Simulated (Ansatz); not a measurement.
Ansatz results at the PBE0-D4/def2-TZVP geometry: HOMO–LUMO gap (ωB97M-V/def2-TZVPP) 9.67 eV; HOMO energy (PBE0/def2-TZVPP) -6.34 eV; LUMO energy (B3LYP/def2-TZVPP) -1.02 eV.

Each molecule was computed in one conformer, which needn't be the lowest.

Task: Which molecule gave them?
A. `ClC1(Cl)BO1`
B. `N=CS`
C. `S/C=C1/BN1`
D. `C=C(F)[SeH]`

Result: C. The others give `N=CS`: 11.35, -7.37, -0.65; `ClC1(Cl)BO1`: 11.07, -8.15, -1.59; `C=C(F)[SeH]`: 10.72, -6.94, -0.67.

B3LYP here is the variant with VWN-RPA as its local correlation; programs differ in this.
